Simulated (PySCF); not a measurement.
TiCl4, SMILES [Cl][Ti]([Cl])([Cl])[Cl], multiplicity 1. Atoms are numbered in the order given.

```xyz
5

Ti     0.0000     0.0000     0.0000
Cl     1.2518     1.2518    -1.2518
Cl    -1.2518     1.2518     1.2518
Cl    -1.2518    -1.2518    -1.2518
Cl     1.2518    -1.2518     1.2518
```

The structure is a stationary point at B3LYP-D3(BJ)/def2-SVP. The spin state was assumed, not searched. The isomer is the one that the SMILES or the coordinates give; other isomers of the formula were not compared.

Calculation: TDDFT-M06-2X/def2-SVPD run with PySCF.

Vertical excitations; the highest root listed may be one member of a degenerate set. Gas-phase values at a fixed geometry. State labels are in the subgroup D2.

| state | symmetry | energy (eV) | λ (nm) | f | main pairs |
|---|---|---|---|---|---|
| S1 | B3 | 4.67 | 265 | 0.000 | HOMO→LUMO, HOMO→LUMO+1 (degenerate set) |
| S2 | B1 | 4.67 | 265 | 0.000 | HOMO−2→LUMO (degenerate set) |
| S3 | B2 | 4.67 | 265 | 0.000 | HOMO−1→LUMO+1 (degenerate set) |
| S4 | B3 | 4.92 | 252 | 0.018 | HOMO→LUMO+1, HOMO→LUMO (degenerate set) |
| S5 | B2 | 4.92 | 252 | 0.018 | HOMO−1→LUMO (degenerate set) |
| S6 | B1 | 4.92 | 252 | 0.018 | HOMO−2→LUMO+1 (degenerate set) |
| S7 | A | 5.06 | 245 | 0.000 | HOMO→LUMO+4 26 %, HOMO−2→LUMO+2 26 %, HOMO−1→LUMO+3 26 %, HOMO−7→LUMO 7 % |
| S8 | B3 | 5.11 | 243 | 0.000 | HOMO−1→LUMO+2, HOMO−2→LUMO+3, HOMO−3→LUMO+1, HOMO−3→LUMO (degenerate set) |
| S9 | B1 | 5.11 | 243 | 0.000 | HOMO→LUMO+3, HOMO−1→LUMO+4, HOMO−5→LUMO+1, HOMO−10→LUMO+1 (degenerate set) |
| S10 | B2 | 5.11 | 243 | 0.000 | HOMO→LUMO+2, HOMO−2→LUMO+4, HOMO−4→LUMO, HOMO−9→LUMO (degenerate set) |
| T1 | B3 | 4.48 | 277 | 0 | HOMO→LUMO+1, HOMO→LUMO (degenerate set) |
| T2 | B2 | 4.48 | 277 | 0 | HOMO−1→LUMO (degenerate set) |
| T3 | B1 | 4.48 | 277 | 0 | HOMO−2→LUMO+1 (degenerate set) |
| T4 | B2 | 4.60 | 269 | 0 | HOMO−1→LUMO+1 89 % |
Triplets are in the Tamm–Dancoff approximation, which puts them higher than full response would, so one can lie above its singlet here.
